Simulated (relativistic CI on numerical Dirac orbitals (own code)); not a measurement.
**Sc3+ in a cubic cluster: 3s photoemission with charge transfer**

Computed with a charge-transfer multiplet model of a cubic metal-ligand cluster with up to 2 ligand holes, Slater and spin-orbit integrals from Dirac-Coulomb-Breit ions, Slater integrals scaled by 0.7. The ground state mixes d0 with configurations of k ligand holes L, whose averages lie at kΔ + k(k − 1)U_dd/2; a core hole lowers each added d electron by U_cd. 20 K, Lorentzian 1.4 eV and Gaussian 0.8 eV FWHM.

Atomic integrals in eV (Slater integrals scaled, ζ unscaled), ground: F2dd 4.121, F4dd 2.525, zeta_d 0.005; with the core hole: F2dd 4.121, F4dd 2.525, zeta_d 0.013, G2cd 6.457. Where a configuration has fewer than two d electrons, the dd integrals are those of d2.

Cluster parameters (eV): Δ = 6, U_dd = 4.3, U_cd = 4.8, 10Dq(ligand) = 1, V(eg) = 2.5, V(t2g) = -1.13, final-state hopping factor = 0.9.

| Case | n_d | d0 | d1L | d2L2 | S |
| --- | --- | --- | --- | --- | --- |
| 10Dq = -0.05 eV | 0.46 | 0.59 | 0.36 | 0.05 | 0.00 |
| 10Dq = 0.25 eV | 0.45 | 0.60 | 0.36 | 0.05 | 0.00 |
| 10Dq = 0.55 eV | 0.44 | 0.60 | 0.35 | 0.05 | 0.00 |
| 10Dq = 0.85 eV | 0.44 | 0.61 | 0.35 | 0.05 | 0.00 |
| 10Dq = 1.15 eV | 0.43 | 0.61 | 0.34 | 0.04 | 0.00 |

Weights, n_d and S are thermal averages at 20 K. Binding energies count from the first peak over 30 % of the highest in each spectrum, which can be another peak from case to case. The parameters are a model scan and need not match a compound or its usual spin state. A negative ionic 10Dq is a model choice; hopping adds the covalent part of the field. Peaks in eV (height, largest 100):
- 10Dq = -0.05 eV: 0.0 (100), 6.3 (8), 9.0 (8)
- 10Dq = 0.25 eV: 0.0 (100), 6.4 (8), 9.0 (8)
- 10Dq = 0.55 eV: 0.0 (100), 6.4 (7), 8.9 (8)
- 10Dq = 0.85 eV: 0.0 (100), 6.5 (7), 9.0 (8)
- 10Dq = 1.15 eV: 0.0 (100), 6.6 (7), 9.0 (7)

A d0 ion has no d-d gap: its lowest excitations are ligand-to-metal charge transfer. With the core hole the average of the configuration with one ligand hole lies at Δ − U_cd = 1.2 eV before mixing: the effective hopping of about 5.0 eV (from the holes of the mixed ground state) is comparable with this gap or larger, so the configurations mix strongly.

Without intra-shell correlation the exchange splitting of the 3s hole comes out too large.
